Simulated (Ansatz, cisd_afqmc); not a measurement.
System: AlH, charge 0, singlet. AlH (SMILES [AlH]).
B3LYP-D3(BJ)/def2-TZVP minimum from Ansatz (an electronic-structure program):
```xyz
2

Al     0.0000     0.0000    -0.1187
H      0.0000     0.0000     1.5432
```

Total energies in cc-pV(D+d)Z, 4 correlated electrons, 5 frozen orbitals. Open shells are spin-unrestricted; no spin-orbit coupling. Correlated methods leave the cores frozen. No relativity. AFQMC is phaseless with a CISD trial state; ± is one standard error, without the phaseless bias. Outlying blocks are dropped, and bars are widened where a walk drifts. Over all cases where full CI ran beside it in this data, AFQMC minus full CI had a median of +0.1 mEh and passed +0.4 mEh in a tenth of the cases. The restricted determinant of HAl ([AlH], singlet) is unstable towards broken spin symmetry in at least one set run.

```
method         program         energy (Eh)  error against FCI (mEh)
----------  ----------  ------------------  -----------------------
HF              Ansatz          -242.45555                    75.55
MP2             Ansatz          -242.50764                    23.46
CCSD            Ansatz          -242.52968                     1.42
CCSD(T)         Ansatz          -242.53070                     0.40
CCSDT(Q)        Ansatz          -242.53109                     0.01
CCSDTQ          Ansatz          -242.53110                     0.00
AFQMC/CISD  cisd_afqmc  -242.5309 ± 0.0001                0.2 ± 0.1
FCI             Ansatz          -242.53110                     0.00
```
